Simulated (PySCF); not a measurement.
Gd(NH2)3 at several levels of theory

Computed with PySCF 2.14.0 (density fitting, no spin-orbit coupling) at the geometry relaxed with PBE0:

```xyz
10
Gd(NH2)3 (singlet in the valence; each metal's 4f electrons, 7 of them, lie in its core potential, out of spins and levels)
Gd    0.0166   -0.0077    0.1344
N     2.1922    0.0078   -0.1833
H     2.8070    0.8211   -0.2397
H     2.8010   -0.7972   -0.3377
N    -1.0877    1.8895    0.2445
H    -2.1001    2.0100    0.3002
H    -0.7092    2.8368    0.1968
N    -1.0943   -1.9000    0.0001
H    -2.1075   -2.0227    0.0325
H    -0.7180   -2.8377   -0.1479
```

| level | basis | state | HOMO (eV) | gap (eV) | charge on Gd1 (e) | population of f-type functions on Gd1 (polarisation alone where 4f lies in the core) | dipole about the centre of mass (D) | largest force component (eV/Å) |
| --- | --- | --- | --- | --- | --- | --- | --- | --- |
| PBE0 | Gd lcecp-1-SVP with ECP53, N def2-SVP, H def2-SVP | singlet | -6.00 | 4.91 | 0.93 | 0.06 | 0.38 | 0.02 |
| BLYP | the same | singlet | -4.56 | 2.76 | 0.69 | 0.05 | 0.35 | 0.46 |
| TPSS | the same | singlet | -4.71 | 3.19 | 0.84 | 0.05 | 0.36 | 0.33 |
| wB97X | the same | singlet | -8.47 | 8.94 | 0.96 | 0.06 | 0.42 | 0.14 |
| BP86 | the same | singlet | -4.78 | 2.99 | 0.73 | 0.05 | 0.36 | 0.45 |
| PBE0 | Gd def2-SVP with ECP28, N def2-SVP, H def2-SVP | octet | -5.73 | 3.65 | 1.13 | 6.92 | 0.39 | 0.40 |

In the lcecp rows the 4f levels are missing from HOMO and gap, and the state counts the valence alone.

HOMO and gap are taken over both spins. Charges are Mulliken's, which hang on the basis. The relaxation used the grid (50, 194), these runs (75, 302) or, all-electron (x2c bases, spin-free X2C Hamiltonian), (99, 590).

(1) What does PBE0 with Gd lcecp-1-TZVP with ECP53, N def2-TZVP, H def2-TZVP give here?

An lcecp potential fixes the number of 4f electrons, so in runs with it no electron can move into or out of that shell.

Rows with open f shells in the valence may stand above their lowest state, and their gaps can end on f levels.

Results:

(1) state singlet, HOMO (eV) -6.18, gap (eV) 5.01, charge on Gd1 (e) 1.56, population of f-type functions on Gd1 (polarisation alone where 4f lies in the core) 0.06, dipole about the centre of mass (D) 0.43, largest force component (eV/Å) 0.45. Time: 15 s on 2 threads of Intel(R) Xeon(R) Platinum 8375C CPU @ 2.90GHz (Ice Lake) (shared host), from free ions and atoms.
